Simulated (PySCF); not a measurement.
Geometries of 2 isomers of C2H8AlN, from PBE0-D3(BJ)/def2-SVP geometry optimisation, gas phase (PySCF 2.14.0). One conformer each, no zero-point energy, no frequencies.

Question: Which isomer lies lower at this level?
A.
```xyz
12
angstrom
C      2.219   -0.071    0.264
N      0.811   -0.086    0.580
Al    -0.584    0.092   -0.514
C     -2.393    0.052    0.232
H      2.763    0.757    0.755
H      2.733   -1.009    0.546
H      2.361    0.055   -0.822
H      0.649   -0.212    1.575
H     -0.240    0.280   -2.056
H     -3.158   -0.035   -0.556
H     -2.616    0.970    0.801
H     -2.535   -0.793    0.926
```
B.
```xyz
12
angstrom
C      2.142    0.322    0.237
C      1.061   -0.275    0.766
Al    -0.400   -0.991   -0.354
N     -1.740    0.592   -0.227
H      2.266    0.428   -0.850
H      2.966    0.725    0.843
H      1.056   -0.344    1.867
H     -1.327   -2.162    0.239
H     -0.116   -0.948   -1.937
H     -2.578    0.449   -0.792
H     -1.288    1.448   -0.552
H     -2.040    0.754    0.735
```

Answer: A. That is `C[NH][AlH][CH3]`, 21.2 kcal/mol below the other.

```tsv
SMILES	atoms numbered as above	E (Eh)	relative (kcal/mol)	relative (kJ/mol)	dipole (D)
C[NH][AlH][CH3]	[CH3:1][NH:2][AlH:3][CH3:4]	-377.78202	0.0	0.0	1.25
C=[CH][AlH2-][NH3+]	[CH2:1]=[CH:2][AlH2-:3][NH3+:4]	-377.74822	21.2	88.7	5.51
```
